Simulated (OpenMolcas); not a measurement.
Pd2+: effect of the metal basis and ligand basis

Pd2+ with 4 ligands (chloride) in tetrahedral coordination (Td) at 2.4 Å. A charge of +0.5 e stands 2.6 Å behind each ligand.

```
Program             : OpenMolcas
Method              : CASSCF
Spin-orbit coupling : RASSI with atomic mean-field integrals over the reference wave functions
```

Fixed: active space 8 electrons in 5 orbitals (4d), DKH2 Hamiltonian.

States (labels of Td). Energies in cm-1 above the lowest state or level, χT in cm3 K/mol; under a threefold ground state the first gap can be a small split of the lowest multiplet, not the spin-orbit step; 10Dq and B are least-squares fits to the states below 45000 cm-1, weighted by degeneracy, with a free offset, and given where the rms deviation is under 5 % of |10Dq| (or 100 cm-1) and under 700 cm-1; 10Dq is negative for this site.

| Run | Metal basis | Ligand basis | Ground state | First state of that spin | 10Dq | B (rms of fit) | First gap with spin-orbit (degeneracies) | χT at 300 K | First state of another spin | Cost |
| --- | --- | --- | --- | --- | --- | --- | --- | --- | --- | --- |
| A | ANO-RCC-VDZP | ANO-RCC-VDZP | 3T1 | 3T2 4193 | -5194 | 788 (218) | 654.5 (1, 3) | 1.693 | 1E 10958 | roughly 16 core-seconds |
| B | ANO-RCC-VTZP | ANO-RCC-VTZP | 3T1 | 3T2 4059 | -5064 | 808 (221) | 641.4 (1, 3) | 1.754 | 1E 11297 | roughly 5 core-minutes |

Against A, |10Dq| changes by -2.5 % in B.

Costs are those of the RASSCF and RASSI steps.

An orbital triplet at a regular site is open to Jahn-Teller coupling, which can distort the site and quench the lowest spin-orbit gaps and is left out. Without dynamic correlation the repulsion within the d shell is too large (B by tens of per cent), so at a given field states of lower spin stand too high. Real 4d8 and 5d8 ions are as a rule square planar and diamagnetic. With metal d orbitals alone the field can be off either way by tens of per cent. Ligand-to-metal charge-transfer states are missing. With no ligand orbital active B as a rule stays too high, so bands that hang on it stand too high and its fall with covalency is understated. The least metal-like active orbital is 85 % on the metal (Löwdin) and no ligand orbital is active, so the numbers are rough (holds for B). No measured value stands beside these numbers; the geometry was imposed, not optimised, and the real ion may take another.
